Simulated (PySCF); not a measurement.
ClF3H2Si2, SMILES F[Si](F)(F)[SiH2]Cl. Atoms are numbered in the order given.

```xyz
8

Si    -0.0554     1.0730     0.0000
F      1.0433     2.2688     0.0000
F     -0.9929     1.2728    -1.3078
F     -0.9929     1.2728     1.3078
Si     0.9979    -1.0129     0.0000
Cl    -0.4943    -2.4624     0.0000
H      1.8458    -1.1553     1.2293
H      1.8458    -1.1553    -1.2293
```

Geometry: PBE-D3(BJ)/def2-SVP. The structure was generated by enumeration, and PubChem lists no compound with its InChIKey, so it may never have been made. One conformer was computed; it need not be the lowest.

Computed with PBE-D3(BJ)/def2-SVP (PySCF).

Frequencies are harmonic and unscaled.

List the normal modes with their intensities. (Estimate from the structure and the level; the computed values follow.)


```csv
mode,ν (cm⁻¹),IR (km/mol),moving atoms (share of kinetic energy)
1,35,1.0,"F 42 %, Cl 27 %, Si 23 %, H 9 %"
2,69,2.2,"F 49 %, Cl 40 %, Si 10 %"
3,124,0.9,"F 66 %, Si 21 %, H 13 %"
4,168,0.0,"F 57 %, Cl 23 %, Si 19 %"
5,279,33.8,"F 62 %, Si 35 %"
6,280,14.5,"F 83 %, Si 14 %"
7,303,31.3,"F 63 %, Si 35 %"
8,471,61.0,"Si 58 %, F 35 %"
9,482,9.4,"H 73 %, Si 21 %"
10,547,37.7,"Si 51 %, Cl 40 %"
11,665,1.4,H 97 %
12,772,289.1,"H 60 %, F 26 %, Si 14 %"
13,841,53.2,"F 37 %, H 32 %, Si 31 %"
14,893,42.3,H 90 %
15,941,131.1,"F 51 %, Si 49 %"
16,946,121.5,"F 51 %, Si 49 %"
17,2177,51.2,H 98 %
18,2191,66.4,H 96 %
```
